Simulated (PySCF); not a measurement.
WCl₄H₂, SMILES [Cl][WH2]([Cl])([Cl])[Cl], multiplicity 1. The structure is a stationary point at B3LYP-D3(BJ)/def2-SVP. The multiplicity is an assumed one; no other spin state was optimised. The structure was generated by enumeration; whether it is a known compound was not checked. The def2 effective core potentials stand for the cores of W; spin–orbit coupling is left out.

**Question.** Give the equilibrium geometry at B3LYP-D3(BJ)/def2-SVP (PySCF confirms it by a frequency run) as Cartesian coordinates in Å, and its point group. (The exact figures need the calculation; the answer reports its results.)

**Answer.** point group C2v.
```xyz
7

W      0.0000     0.0000    -0.1016
Cl     0.0000     2.2596    -0.4187
Cl     2.1752     0.0000     0.7303
Cl    -2.1752     0.0000     0.7303
Cl     0.0000    -2.2596    -0.4187
H      0.8574     0.0000    -1.5387
H     -0.8574     0.0000    -1.5387
```
Charge 0, spin multiplicity 1.
